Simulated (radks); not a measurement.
Results of a calculation; reference values are marked as such.
Valence configurations of Tc2+ (all share [Kr]). Code: a radial shooting solver on a logarithmic mesh with Libxc functionals. Model: scalar-relativistic Kohn-Sham, PBE, spin-polarised, spherical densities, finite nucleus; open shells are filled with parallel spins first (spin-orbit coupling, left out, can overturn this in heavy ions); Fermi nuclear charge, rms radius 4.4112 fm. Energies are relative to 4d5; eigenvalues in eV for spin up.

| valence | E (eV) | moment (Bohr magnetons) | e(4d) | e(5p) | e(5s) |
|---|---|---|---|---|---|
| 4d5 | 0.000 | 5 | -23.819 | - | - |
| 4d4 5p1 | 11.332 | 5 | -27.986 | -15.516 | - |
| 4d4 5s1 | 5.420 | 5 | -26.969 | - | -20.817 |
| 4d2 5s1 5p2 | 34.143 | 5 | -35.292 | -18.581 | -25.297 |
| 4d3 5s2 | 14.296 | 3 | -30.042 | - | -21.942 |
| 4d4.5 5p0.5 | 5.379 | 5 | -25.901 | -14.566 | - |
| 4d3.5 5p1.5 | 17.851 | 5 | -30.062 | -16.459 | - |
| 4d4.5 5s0.5 | 2.527 | 5 | -25.381 | - | -19.964 |
| 4d3.5 5s1.5 | 9.801 | 4 | -28.504 | - | -21.405 |

NIST lists [Kr] 4d5 as the ground configuration; this level of theory agrees among the configurations tried. The energies are those of spherical high-spin densities, not of single terms.
